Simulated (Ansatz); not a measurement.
CH5ClFGaSi can be A, `F[CH2][GaH][SiH2]Cl`, or B, `F[CH]([GaH2])[SiH2]Cl`.

Isolated molecules relaxed with PBE0-D4/def2-TZVP in Ansatz; ΔE leaves out vibrations. CCSD(T)/CBS is the MP2 limit (def2-TZVPP, def2-QZVPP) plus CCSD(T) − MP2 in def2-TZVPP, frozen cores. Functionals use def2-TZVPP. B3LYP here is the variant with VWN-RPA as its local correlation; programs differ in this. For Ga outer-core shells are correlated without core-valence functions, which leaves a few kJ/mol of doubt a bond. Scalar relativity is left out up to krypton. One conformer a species, not always the lowest.

A:

Z-matrix (Å, degrees):
```
C
Ga 1 1.991
F 1 1.391 2 111.8
H 1 1.097 2 111.0 3 120.8
H 1 1.097 2 110.7 3 -120.6
Si 2 2.414 1 118.9 3 7.3
H 2 1.573 1 118.2 3 -177.3
Cl 6 2.080 2 102.9 1 86.5
H 6 1.486 2 115.4 1 -157.5
H 6 1.485 2 115.5 1 -30.0
```

B:

Z-matrix (Å, degrees):
```
C
Ga 1 1.998
Si 1 1.874 2 113.8
F 1 1.400 2 110.8 3 125.5
H 1 1.102 2 106.1 3 -117.8
H 2 1.568 1 118.3 3 56.5
H 2 1.562 1 118.4 3 -124.2
Cl 3 2.054 1 111.7 2 -175.5
H 3 1.483 1 107.7 2 -56.3
H 3 1.482 1 110.8 2 64.7
```

Q: Which is lower in electronic energy at CCSD(T)/CBS, and by how much? (Estimate.)

A: Computed: A, by 18.3 kJ/mol.

Q: Give E(B) − E(A) in kJ/mol with CCSD(T)/def2-TZVPP, MP2/def2-TZVPP, B3LYP, ωB97M-V, r2SCAN-D4, HF/def2-TZVPP, B2PLYP. (Best estimate.)

A: The calculation gave: CCSD(T)/def2-TZVPP 18.5, MP2/def2-TZVPP 14.9, B3LYP 24.1, ωB97M-V 14.2, r2SCAN-D4 18.2, HF/def2-TZVPP 20.3, B2PLYP 19.9. None reverses the order clearly.

Largest T1 diagnostic: 0.012.

The D4 term adds −3.4 kJ/mol with B3LYP and −1.7 kJ/mol with PBE0; it sums over pairs of atoms, weighted by their polarisabilities, and B3LYP, whose exchange is more repulsive, gets the larger term.
